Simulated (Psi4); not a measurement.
Input for Psi4:
```
memory 2 GB

molecule mol {
0 3
F    -2.035110    1.041317    0.587044
B     0.042679   -0.546825   -0.352135
O     1.094068    0.063613    0.087948
}

set {
  basis def2-tzvp
  reference uks
}

energy('pbe0')
print_variables()
```

**Question.** Predict the total energy from Psi4 with PBE0/def2-TZVP.

**Answer.** -199.6138 Eh

**Question.** Give the dipole moment at the level PBE0/def2-TZVP.

**Answer.** 2.61 D

**Question.** Predict the <S^2> from PBE0/def2-TZVP.

**Answer.** 2.014

**Question.** What is the computed nuclear repulsion energy (PBE0/def2-TZVP)?

**Answer.** 36.4303 Eh

**Question.** Give the number of basis functions at the level PBE0/def2-TZVP.

**Answer.** 93

These values belong to the state on which the SCF converged, which isn't shown to be the lowest.
